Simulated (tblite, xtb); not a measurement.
zinc atom (Zn), singlet (GFN-xTB shapes and energies of metal compounds can be far from the true ones). Base run: xtb 6.7.1 with GFN1-xTB.

xtb was given this input:
```
$ xtb mol.xyz --gfn 1 --json

# file mol.xyz
1

Zn     0.00000000     0.00000000     0.00000000
```

Programs used: tblite, xtb; a row that names a program was run with it.

The base run was repeated with changes; each row names its change, and settings that it needs were set with it.

```tsv
change	ΔE vs base (kcal/mol)	SCF cycles
base	0.000	3
program = tblite; method = gfn1; option = (--etemp, 2000)	0.000	-
program = tblite; method = gfn1; option = --spin-polarized	0.000	-
acc = 30	0.000	3
etemp = 3000	0.000	3
program = tblite; method = gfn1	0.000	-
alpb = acetone	-3.70	3
```

ALPB and GBSA are two models with their own fitted parameters for each solvent, which aren't always the measured dielectric constant.
